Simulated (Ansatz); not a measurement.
Cost and result up the ladder for Rb₄H₄ (8 atoms). The state is a singlet with charge 0. Geometry: PBE0-D4/def2-SVP.

```xyz
8

Rb   -2.315   -1.059   -0.703
Rb   -1.315    2.924   -0.728
Rb    3.010    0.238   -1.243
Rb    1.119   -1.220    2.131
H    -3.304    1.403   -1.198
H    -1.186   -2.215    1.370
H     0.467    0.887   -0.578
H     3.524   -0.958    0.949
```

Ansatz on 4 threads of Arm Neoverse V1 on a shared host. Times are rough, and most runs start from the orbitals of an earlier one. PBE0-D4/def2-TZVP serves as the yardstick here, not as an exact answer. Binding counts from free atoms at the same level (Rb doublet, H doublet; other spins of the atoms weren't run), without zero-point energy or a counterpoise term.

In the def2 sets Rb takes a core potential; there is no spin–orbit coupling. Correlated methods freeze no core orbitals; core or outer-core shells of Rb are correlated, in sets that lack core-valence functions. Another isomer (singlet) lies 0.28 eV lower at PBE0-D4/def2-TZVP; other spin states weren't run for this one.

Correlated methods converge slowly with the basis.

| level | functions | wall time | binding energy per atom (eV) | difference from PBE0-D4/def2-TZVP (eV) |
| --- | --- | --- | --- | --- |
| HF/def2-TZVP | 156 | 1.1 s | 0.83 | -0.45 |
| PBE0-D4/def2-TZVP | 156 | 3.4 s | 1.28 | 0.00 |
| PBE-D4/def2-TZVP (with forces) | 156 | 3.6 s | 1.29 | 0.01 |
| BHLYP-D4/def2-TZVP | 156 | 3.8 s | 1.35 | 0.07 |
| r2SCAN-D4/def2-TZVP | 156 | 6.5 s | 1.31 | 0.03 |
| CCSD(T)/def2-TZVP | 156 | 62 s | 1.16 | -0.13 |
